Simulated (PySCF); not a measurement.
# TaH: from constants to spectrum

UHF-CCSD(T) constants of TaH, quintet, unpaired electrons σ ↑, π ↑↑, δ ↑ (PySCF, spin-free X2C with a Gaussian nucleus, basis sets Ta x2c-TZVPPall, H x2c-TZVPPall; masses 180.9480 and 1.0078 u):

```
ωe                     : 1797.8 cm⁻¹
ωexe                   : 30.6 cm⁻¹
Be                     : 5.4413 cm⁻¹
αe                     : 0.138 cm⁻¹
D (centrifugal)        : 0.000199 cm⁻¹
De to Ta (5d3 6s2) + H : 2.38 eV
```

Task: Give the vibrational terms G(v) and spacings up to v = 6.

Result: G(v) = ωe(v+½) − ωexe(v+½)².

| v | G(v) (cm⁻¹) | G(v) − G(v−1) | Bv (cm⁻¹) |
| --- | --- | --- | --- |
| 0 | 891 |  | 5.372 |
| 1 | 2628 | 1737 | 5.234 |
| 2 | 4303 | 1675 | 5.096 |
| 3 | 5917 | 1614 | 4.958 |
| 4 | 7470 | 1553 | 4.820 |
| 5 | 8962 | 1492 | 4.682 |
| 6 | 10393 | 1431 | 4.544 |

Task: How well does the Morse estimate ωe²/(4ωexe) reproduce De, and what is D0?

Result: It gives 3.27 eV, 138 % of the computed De. D0 = De − G(0) = 2.38 − 0.11 = 2.27 eV.

Correlated steps freeze 23 core orbitals. These are scalar-relativistic numbers at best; spin–orbit coupling would shift them, the dissociation energy most. The state is the lowest single determinant that the PBE0 search found; with open d or f shells the true ground state can be another one.
